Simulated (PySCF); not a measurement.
C2H10BNSi, singlet, at a GFN2-xTB geometry. Base run: CAMB3LYP/6-31G, polarisability (PySCF).

PySCF was given this input:
```python
from pyscf import gto, scf, dft
from pyscf.prop import polarizability

mol = gto.M(
    atom='''
Si    1.745887   -0.143031    0.720078
N     0.479855   -0.316709   -0.461465
B    -0.872925    0.057100   -0.407449
C    -1.826119   -0.220840   -1.646389
C    -1.432839    0.743894    0.907081
H     1.359659   -0.806174    1.967845
H     2.913387   -0.794992    0.120819
H     2.014472    1.277747    0.963312
H     0.772834   -0.759957   -1.320548
H    -2.712497   -0.775672   -1.343192
H    -2.186145    0.716299   -2.069264
H    -1.348856   -0.777754   -2.451093
H    -0.769412    1.528133    1.265957
H    -1.504385    0.011780    1.710549
H    -2.422085    1.176170    0.777873
''',
    basis='6-31g',
    charge=0,
    spin=0,
    verbose=3,
)

mf = dft.RKS(mol)
mf.xc = 'camb3lyp'
mf.kernel()
alpha = mf.Polarizability().polarizability()[2, 2]
print('alpha_zz =', alpha)
```

Variants of this job, named by their change:

```tsv
change	alpha_zz (bohr³)	basis functions	core-seconds (rough)
base	56.47	69	60
finite field (a.u.) = 0.001; conv_tol = 1e-11	56.47	69	70
functional = pbe	59.34	69	30
basis = def2-SVP	61.40	124	100
basis = 6-31+G*	65.61	114	100
basis = STO-3G	31.01	39	20
basis = cc-pVDZ	62.82	124	100
functional = lda,vwn	60.15	69	20
finite field (a.u.) = 2e-4; conv_tol = 1e-6	55.87	69	50
finite field (a.u.) = 0.02; conv_tol = 1e-11	56.57	69	80
finite field (a.u.) = 0.005; conv_tol = 1e-11	56.47	69	80
functional = hf	54.08	69	2
```

Finite-field rows take the second difference of the energy in a field along z; a small field with loose convergence shows SCF noise divided by the square of the field, and a large one adds hyperpolarisability.
